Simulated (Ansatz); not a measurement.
Species: [Al(F)3(CH3OH)] (charge 0, multiplicity 1), formula CH4AlF3O.

**Question.** How many basis functions does frozen-core CCSD(T)/cc-pVTZ // B3LYP-D3(BJ)/def2-SVP (Ansatz, an electronic-structure program) use, how many core orbitals are frozen, and how many electrons are correlated?

**Answer.** 240 basis functions and 10 frozen orbitals, which leaves 38 correlated electrons. Core time is of the order of minutes.
